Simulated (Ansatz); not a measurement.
# Molecular dynamics of ClFGeH2

input.yaml

```yaml
crystal:
  periodic: [false, false, false]
  atoms:
    - { symbol: F, position_ang: [-0.237739, -0.521718, 1.613947] }
    - { symbol: Ge, position_ang: [0.139823, -0.090271, -0.042972] }
    - { symbol: Cl, position_ang: [-1.406026, 1.263631, -0.717352] }
    - { symbol: H, position_ang: [0.066031, -1.388261, -0.876444] }
    - { symbol: H, position_ang: [1.487812, 0.66292, -0.01868] }
basis:
  gaussian: { orbitals: def2-SVP }
hamiltonian:
  xc: pbe
  dispersion: d4
md:
  timestep: 0.25
  n_steps: 150
  ensemble: nve
  temperature: 200.0
  initial_velocities: maxwell_boltzmann
  seed: 425029
  masses: [{ species: H, mass: 2.014 }]
scf:
  lower_state_search: "off"
```

Launched with:

```bash
$ ansatz run input.yaml --threads 1 --pin off --max-ram 2048MiB --backend cpu --events-out ev --progress --plain --runs-dir out
```

It starts from a relaxed structure.

Output, in part (one step line in 6, the closing report, with atoms numbered from 0):

```
md step     0: t =     0.00 fs  T =   200.0 K  F+E_penalty+E_count = -71762.67857932 eV  E_kin = 0.077556 eV  conserved = -71762.60102332 eV  (14 SCF iters)
md step     6: t =     1.50 fs  T =   183.4 K  F+E_penalty+E_count = -71762.67212257 eV  E_kin = 0.071105 eV  conserved = -71762.60101765 eV  (13 SCF iters)
md step    12: t =     3.00 fs  T =   143.6 K  F+E_penalty+E_count = -71762.65667929 eV  E_kin = 0.055678 eV  conserved = -71762.60100109 eV  (13 SCF iters)
md step    18: t =     4.50 fs  T =   104.4 K  F+E_penalty+E_count = -71762.64147972 eV  E_kin = 0.040494 eV  conserved = -71762.60098558 eV  (13 SCF iters)
md step    24: t =     6.00 fs  T =    87.1 K  F+E_penalty+E_count = -71762.63476474 eV  E_kin = 0.033780 eV  conserved = -71762.60098505 eV  (12 SCF iters)
md step    30: t =     7.50 fs  T =    92.5 K  F+E_penalty+E_count = -71762.63688603 eV  E_kin = 0.035888 eV  conserved = -71762.60099845 eV  (13 SCF iters)
md step    36: t =     9.00 fs  T =   102.6 K  F+E_penalty+E_count = -71762.64079485 eV  E_kin = 0.039783 eV  conserved = -71762.60101176 eV  (13 SCF iters)
md step    42: t =    10.50 fs  T =    98.3 K  F+E_penalty+E_count = -71762.63913009 eV  E_kin = 0.038116 eV  conserved = -71762.60101427 eV  (13 SCF iters)
md step    48: t =    12.00 fs  T =    75.1 K  F+E_penalty+E_count = -71762.63013939 eV  E_kin = 0.029134 eV  conserved = -71762.60100578 eV  (13 SCF iters)
md step    54: t =    13.50 fs  T =    43.8 K  F+E_penalty+E_count = -71762.61795994 eV  E_kin = 0.016967 eV  conserved = -71762.60099327 eV  (12 SCF iters)
md step    60: t =    15.00 fs  T =    20.9 K  F+E_penalty+E_count = -71762.60910402 eV  E_kin = 0.008120 eV  conserved = -71762.60098403 eV  (13 SCF iters)
md step    66: t =    16.50 fs  T =    19.7 K  F+E_penalty+E_count = -71762.60862813 eV  E_kin = 0.007646 eV  conserved = -71762.60098198 eV  (12 SCF iters)
md step    72: t =    18.00 fs  T =    43.3 K  F+E_penalty+E_count = -71762.61776041 eV  E_kin = 0.016773 eV  conserved = -71762.60098774 eV  (12 SCF iters)
md step    78: t =    19.50 fs  T =    83.2 K  F+E_penalty+E_count = -71762.63328012 eV  E_kin = 0.032281 eV  conserved = -71762.60099954 eV  (12 SCF iters)
md step    84: t =    21.00 fs  T =   122.8 K  F+E_penalty+E_count = -71762.64864824 eV  E_kin = 0.047635 eV  conserved = -71762.60101318 eV  (13 SCF iters)
md step    90: t =    22.50 fs  T =   144.3 K  F+E_penalty+E_count = -71762.65696451 eV  E_kin = 0.055945 eV  conserved = -71762.60101946 eV  (13 SCF iters)
md step    96: t =    24.00 fs  T =   139.6 K  F+E_penalty+E_count = -71762.65515514 eV  E_kin = 0.054142 eV  conserved = -71762.60101330 eV  (13 SCF iters)
md step   102: t =    25.50 fs  T =   118.4 K  F+E_penalty+E_count = -71762.64689212 eV  E_kin = 0.045894 eV  conserved = -71762.60099825 eV  (13 SCF iters)
md step   108: t =    27.00 fs  T =   102.2 K  F+E_penalty+E_count = -71762.64063075 eV  E_kin = 0.039644 eV  conserved = -71762.60098650 eV  (13 SCF iters)
md step   114: t =    28.50 fs  T =   107.1 K  F+E_penalty+E_count = -71762.64253789 eV  E_kin = 0.041548 eV  conserved = -71762.60099025 eV  (13 SCF iters)
md step   120: t =    30.00 fs  T =   128.1 K  F+E_penalty+E_count = -71762.65068643 eV  E_kin = 0.049681 eV  conserved = -71762.60100543 eV  (13 SCF iters)
md step   126: t =    31.50 fs  T =   144.5 K  F+E_penalty+E_count = -71762.65706830 eV  E_kin = 0.056051 eV  conserved = -71762.60101748 eV  (13 SCF iters)
md step   132: t =    33.00 fs  T =   139.3 K  F+E_penalty+E_count = -71762.65502321 eV  E_kin = 0.054006 eV  conserved = -71762.60101704 eV  (13 SCF iters)
md step   138: t =    34.50 fs  T =   111.5 K  F+E_penalty+E_count = -71762.64425681 eV  E_kin = 0.043250 eV  conserved = -71762.60100686 eV  (13 SCF iters)
md step   144: t =    36.00 fs  T =    75.1 K  F+E_penalty+E_count = -71762.63012502 eV  E_kin = 0.029131 eV  conserved = -71762.60099384 eV  (12 SCF iters)
md step   150: t =    37.50 fs  T =    48.3 K  F+E_penalty+E_count = -71762.61970759 eV  E_kin = 0.018723 eV  conserved = -71762.60098472 eV  (12 SCF iters)
Total energy: -71762.61973542 eV, -2637.2276328259 hartree
Atom 0 at    -0.213911    -0.533381     1.593335 Å, force    -0.191917    -0.223929     0.971857 eV/Å
Atom 1 at     0.134667    -0.091468    -0.028277 Å, force     0.695348     0.696104    -1.313169 eV/Å
Atom 2 at    -1.405022     1.267030    -0.732490 Å, force    -0.009184     0.007356     0.114330 eV/Å
Atom 3 at    -0.012774    -1.362698    -0.910145 Å, force     0.167800     0.060714     0.153050 eV/Å
Atom 4 at     1.510112     0.730713    -0.054030 Å, force    -0.662047    -0.540246     0.073933 eV/Å
Dipole moment:     0.324725    -0.138835    -0.216682 e Å
```

The run went to its last step. The conserved energy stayed within 0.0082 meV per atom of its start (net change 0.0076 meV per atom), so the integration is sound. A run of 0.037 ps of so small a system gives no equilibrium averages.

The same pairs are bonded in the first frame and the last. Pairs count as bonded within 1.25 times the sum of covalent radii (0.12 Å more for H–H).

Last frame:

```xyz
5
Properties=species:S:1:pos:R:3
F -0.214 -0.533 1.593
Ge 0.135 -0.091 -0.028
Cl -1.405 1.267 -0.733
H -0.013 -1.363 -0.910
H 1.510 0.731 -0.054
```

Time of the run: 2.5 min on 1 CPU thread of a shared host.
